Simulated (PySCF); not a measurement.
Stepwise substitution at one centre (Ga SiH3-SH). Gas-phase values, no solvent. One relaxed conformer stands for each flexible species; it need not be the lowest. Strings in code marks are SMILES.

The S1–T1 gap (TDA) from two functionals at the same geometries (PBE0-D3(BJ)/def2-TZVP), both in PySCF: PBE-D3(BJ)/def2-TZVP and M06-2X/def2-TZVP. Excitations are Tamm–Dancoff values on a coarser integration grid. The basis has no diffuse functions, so Rydberg states are missing or too high.

| species | PBE-D3(BJ)/def2-TZVP (eV) |
|---|---|
| 0 of 3 SiH3 replaced by SH (`[SiH3][Ga]([SiH3])[SiH3]`) | 0.50 |
| 1 of 3 SiH3 replaced by SH (`[SiH3][Ga]([SiH3])[SH]` (Si–Ga–S–H torsion 1°)) | 0.55 |
| 3 of 3 SiH3 replaced by SH (`[SH][Ga]([SH])[SH]`) | 0.23 |

Q: What does M06-2X/def2-TZVP give for each?

A: 
- 0 of 3 SiH3 replaced by SH (`[SiH3][Ga]([SiH3])[SiH3]`): 0.52
- 1 of 3 SiH3 replaced by SH (`[SiH3][Ga]([SiH3])[SH]` (Si–Ga–S–H torsion 1°)): 0.54
- 3 of 3 SiH3 replaced by SH (`[SH][Ga]([SH])[SH]`): 0.26
Over these rows, drawn at random from the members with no instability flagged (it was tested for open shells, ions and some series alone), PBE minus M06-2X: mean -0.01 eV, from -0.03 eV to 0.00 eV.
